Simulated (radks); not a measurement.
Q: These are the eigenvalues of the occupied orbitals of an atom or ion with whole-number occupations (hartree). All-electron calculation, Dirac Kohn-Sham, LDA (Slater exchange, Perdew-Wang correlation), spin-unpolarised, spherical densities, finite nucleus; Fermi nuclear charge, rms radius of each element as measured or else 0.836 A^(1/3) + 0.57 fm. Program: a radial shooting solver on a logarithmic mesh with Libxc functionals.

orbital  eigenvalue
1s1/2     -46.76117
2s1/2      -3.60122
2p1/2      -2.40962
2p3/2      -2.39892
7s1/2      -0.05092

Which element is it, and in what charge state? The configuration may be excited. Open shells, if any, fill j = l - 1/2 first.

A: Z = 12, magnesium, charge +1: Mg+ in [Ne] 7s1. The list shows which subshells hold electrons but not how many an open one holds; the 1s level, -46.761 hartree, gives Z - s = 9.7 by -(Z - s)^2/2, which with screening and relativity narrows Z to a few neighbours, and the depths of the outer levels then fix element, charge and occupations together.
